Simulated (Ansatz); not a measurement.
Task: Name a neutral molecule of B, C, Cl, F, Si and H with HOMO energy (B3LYP/def2-TZVPP) between -8.30 and -8.00 eV and size of the dipole moment (PBE/def2-TZVPP) between 1.85 and 2.15 D (Ansatz, PBE0-D4/def2-TZVP geometry).

Result: `B[Si](C)(F)Cl` (-8.04 eV, 2.02 D). Other molecules can fit too; these were computed, each in one conformer that needn't be the lowest.

B3LYP here is the variant with VWN-RPA as its local correlation; programs differ in this.
